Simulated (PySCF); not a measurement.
Gas-phase equilibrium of 1 mol HF, 80 mol H₂O at 2500 K and 0.00133 bar, among 15 species (O₂, F₂, O, F, HO₂, HOF, H₂O, H, FO, H₂O₂, O₃, HF, H₂, F₂O, OH). Only gases are allowed; each row takes one source of thermochemistry for all species, and Cantera finds the minimum.

Computed with PySCF and rigid-rotor harmonic-oscillator thermochemistry at 1 bar. Table values come from the NASA 1993 polynomials. † marks an energy on the PBE0/def2-TZVP geometry and frequencies; other levels use their own. MP2 freezes the core. Open shells (unrestricted) among the columns below: O₂ (multiplicity 3), O (multiplicity 3, electronic degeneracy 9), F (multiplicity 2, electronic degeneracy 6), H (multiplicity 2), OH (multiplicity 2, electronic degeneracy 4); the rest are closed-shell singlets. Spin-orbit splitting is ignored; it lowers the true energy and changes the entropy of O, F, OH. B3LYP is the form with VWN-RPA correlation. MP2 isn't extrapolated to the basis-set limit. The harmonic model lacks anharmonicity and excited electronic states, which grow with temperature; levels with a mode under 35 cm⁻¹ are left out. The table's entry may be an old estimate for OH (not checked at source).

Molecules larger than those listed are left out. Also missing: (HF)n, which can matter at low temperature or high pressure. Table species left out: FO2, H2F2, H3F3, H4F4.

Mole fractions:

```
thermochemistry      x H    x O   x H₂O    x H₂    x O₂     x OH     x HF     x F
------------------  ----  -----  ------  ------  ------  -------  -------  ------
table               0.28   0.11    0.27    0.16   0.074    0.096   0.0078  2.8e-5
B3LYP/def2-TZVP†    0.33   0.11    0.11    0.23    0.12     0.10   0.0069  5.5e-5
HF/def2-TZVP†       0.66   0.33  4.2e-7  0.0043  1.6e-8  0.00022  0.00022  0.0039
MP2/def2-TZVPP†     0.42  0.085    0.24   0.099   0.097    0.058   0.0072  1.6e-5
PBE0/def2-TZVP      0.46  0.099   0.096    0.14    0.12    0.081   0.0063  5.6e-5
ωB97M-V/def2-TZVP†  0.35   0.11    0.16    0.18    0.10    0.095   0.0070  4.7e-5
ωB97X-V/def2-TZVP†  0.39  0.086    0.11    0.19    0.13    0.080   0.0067  5.1e-5
```
The most sensitive of these is O₂: it spans a factor of 10^6.9 over these rows; at this temperature one factor of ten is RT ln 10 = 48 kJ/mol.
